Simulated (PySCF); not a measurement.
PySCF 2.14 output of an unrestricted LDA calculation on a single atom or ion in x2c-TZVPPall (6s5p4d2f1g, 64 functions), with scalar relativity by spin-free X2C-1e:

```
SCF conv_tol = 1e-09
number electrons alpha = 10  beta = 9
    P. A. M. Dirac.,  Math. Proc. Cambridge Philos. Soc. 26, 376 (1930)
    F. Bloch.,  Z. Phys. 57, 545 (1929)
    S. H. Vosko, L. Wilk, and M. Nusair.,  Can. J. Phys. 58, 1200 (1980)
cycle= 1 E= -849.79742322159  delta_E= -0.00682  |g|= 0.0166  |ddm|= 0.098
cycle= 2 E= -849.797472413204  delta_E= -4.92e-05  |g|= 0.0026  |ddm|= 0.0067
cycle= 3 E= -849.797474064589  delta_E= -1.65e-06  |g|= 0.000427  |ddm|= 0.00143
cycle= 4 E= -849.797474111046  delta_E= -4.65e-08  |g|= 8.86e-05  |ddm|= 0.000393
cycle= 5 E= -849.797474112943  delta_E= -1.9e-09  |g|= 1.06e-06  |ddm|= 6.72e-05
cycle= 6 E= -849.797474112944  delta_E= -1.14e-12  |g|= 2.52e-08  |ddm|= 4.8e-07
converged SCF energy = -849.797474112944  <S^2> = 0.75024169  2S+1 = 2.0002417
```

The run itself started from symmetry-adapted Hartree-Fock orbitals and held the occupation by maximum overlap, on a logarithmic radial grid, so the iterations belong to that start.

**Question.** Which element, charge and spin multiplicity is this?

**Answer.** Ti³⁺ (titanium, charge +3), multiplicity 2; the state was [Ar] 3d1, 2D determinant.
